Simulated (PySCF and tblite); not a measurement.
Results of a calculation; reference values are marked as such.
System: C₈H₁₄Si, numbered as in [CH3:1][Si:2]([CH3:3])([CH3:4])[CH:5]1[CH:6]=[CH:7][CH:8]=[CH:9]1.

For the shift of Si2 from C5 to C9: electronic barrier 14.28 kcal/mol, zero-point change -0.07 kcal/mol, thermal and entropy terms at 400 K a further 1.17 kcal/mol (symmetry numbers apart). The minimum is Cs, the saddle C1. The path came from a restrained scan, a climbing-image band and a saddle search at GFN2-xTB; energies are PBE0/pcSseg-1 + D3(BJ)//GFN2-xTB, thermal terms GFN2-xTB. Rates follow Eyring's equation with the number of equivalent paths and no tunnelling. Programs: tblite and PySCF.

How many equivalent paths lead out of the minimum?

2: the symmetry number of the minimum is 1, that of the saddle displaced along its mode 1, and the displaced saddle is chiral while the minimum is not, which doubles the count.

Work out the rate at 400 K.

ΔG‡ = 15.38 kcal/mol; k_B T/h = 8.3×10¹² s⁻¹; exp(−ΔG‡/RT) = 4×10⁻⁹; times 2 gives k = 6.6×10⁴ s⁻¹. Wigner's tunnelling factor for the 259i cm⁻¹ mode would be 1.04.

DFT energies on a tight-binding saddle of a bond shift can be off by several kcal/mol.
